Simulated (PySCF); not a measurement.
AlCl2, SMILES [Cl][Al][Cl], multiplicity 2.

The structure is a stationary point at B3LYP-D3(BJ)/def2-TZVP. The spin state was assumed, not searched. The isomer is the one that the SMILES or the coordinates give; other isomers of the formula were not compared.

Method: TDA-LC-ωPBE/def2-SVPD in PySCF.

Vertical excitations. The molecule is in vacuum.

| state | energy (eV) | λ (nm) | f | main pairs |
|---|---|---|---|---|
| root 1 | 3.32 | 373 | 0.062 | α HOMO→LUMO 97 % |
| root 2 | 5.38 | 231 | 0.000 | β HOMO→LUMO 93 % |
| root 3 | 5.56 | 223 | 0.000 | β HOMO−1→LUMO 93 % |
| root 4 | 5.77 | 215 | 0.032 | α HOMO→LUMO+2 53 %, α HOMO→LUMO+1 9 %, β HOMO−2→LUMO 28 % |
| root 5 | 5.95 | 208 | 0.022 | β HOMO−3→LUMO 91 % |
| root 6 | 5.99 | 207 | 0.190 | α HOMO→LUMO+3 88 % |
| root 7 | 6.05 | 205 | 0.125 | α HOMO→LUMO+2 28 %, β HOMO−2→LUMO 61 % |
| root 8 | 6.59 | 188 | 0.011 | α HOMO−2→LUMO 39 %, β HOMO−4→LUMO 52 % |
| root 9 | 6.69 | 185 | 0.000 | α HOMO−1→LUMO 95 % |
| root 10 | 6.71 | 185 | 0.042 | α HOMO→LUMO+1 80 % |
Unrestricted roots are not spin-pure.
